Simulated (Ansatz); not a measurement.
Isomers of C2H10OSi2, relaxed with PBE0-D4/def2-TZVP in Ansatz; electronic energies, one conformer each and not always the lowest. Functionals use def2-TZVPP; CBS adds triple-zeta CCSD(T) − MP2 to the MP2 limit of def2-TZVPP and def2-QZVPP.

**Question.** Order them by energy at frozen-core CCSD(T)/CBS, lowest first. (Estimate.)
A. `CO[SiH](C)[SiH3]`
B. `C[Si](C)(O)[SiH3]`
C. `C[SiH](C)O[SiH3]`

**Answer.** C (0.0 kcal/mol), B (27.0 kcal/mol), A (51.7 kcal/mol).

**Question.** How do PBE0-D4, HF/CBS(def2), B3LYP-D4, MP2/CBS(def2) place them (kcal/mol, against `C[SiH](C)O[SiH3]`)? (Estimate.)

**Answer.** Ansatz gave: 
```
             isomer  PBE0-D4  HF/CBS(def2)  B3LYP-D4  MP2/CBS(def2)
 `CO[SiH](C)[SiH3]`     47.0          55.2      49.7           55.0
`C[Si](C)(O)[SiH3]`     22.5          35.3      26.8           28.6
```

B3LYP here is the variant with VWN-RPA as its local correlation; programs differ in this.
